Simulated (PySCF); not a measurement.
## Correlation energy of Sb⁺ (antimony, charge +1)

[Kr] 4d10 5s2 5p2, high-spin 3P determinant. Computed with PySCF 2.14 in aug-cc-pwCVDZ-PP with ECP28MDF, with a scalar-relativistic core potential. Frozen: 4s2 4p6 4d10; 4 electrons correlated.

```tsv
level	correlation energy (mhartree)
CCSD	-53.80
(T)	-0.77
CCSD(T)	-54.57
CCSDT	-54.80
```

Diagnostics: T1 = 0.0073, D1 = 0.0205, largest double amplitude 0.093.

Cost of the coupled-cluster step: about 0.8 core-seconds, for 4 correlated electrons.

Iterations:

```
CC2 = 0
CCSD nocc = (np.int64(3), np.int64(1)), nmo = (39, 39)
frozen orbitals [[0, 1, 2, 3, 4, 5, 6, 7, 8], [0, 1, 2, 3, 4, 5, 6, 7, 8]]
max_cycle = 100
direct = 0
conv_tol = 1e-08
conv_tol_normt = 1e-06
diis_space = 8
diis_start_cycle = 0
Init t2, MP2 energy = -0.0398105103188224
Init E_corr(UCCSD) = -0.0398105103308223
cycle = 1  E_corr(UCCSD) = -0.0495439611960434  dE = -0.00973345087  norm(t1,t2) = 0.045698
cycle = 2  E_corr(UCCSD) = -0.0522948970309284  dE = -0.00275093583  norm(t1,t2) = 0.0167031
cycle = 3  E_corr(UCCSD) = -0.0538064554004416  dE = -0.00151155837  norm(t1,t2) = 0.0072877
cycle = 4  E_corr(UCCSD) = -0.0537939399370278  dE = 1.25154634e-05  norm(t1,t2) = 0.0012766
cycle = 5  E_corr(UCCSD) = -0.0538024432567684  dE = -8.50331974e-06  norm(t1,t2) = 0.000170827
cycle = 6  E_corr(UCCSD) = -0.0537996528117848  dE = 2.79044498e-06  norm(t1,t2) = 2.81936e-05
cycle = 7  E_corr(UCCSD) = -0.0538008516416232  dE = -1.19882984e-06  norm(t1,t2) = 4.81555e-06
cycle = 8  E_corr(UCCSD) = -0.0538005079781712  dE = 3.43663452e-07  norm(t1,t2) = 1.32043e-06
cycle = 9  E_corr(UCCSD) = -0.0538005508671846  dE = -4.28890135e-08  norm(t1,t2) = 2.16682e-07
cycle = 10  E_corr(UCCSD) = -0.0538005502205296  dE = 6.46655021e-10  norm(t1,t2) = 3.47359e-08
UCCSD converged
E(UCCSD) = -239.0114914311276  E_corr = -0.05380055022052962
UCCSD(T) correction = -0.000769965284397715
```
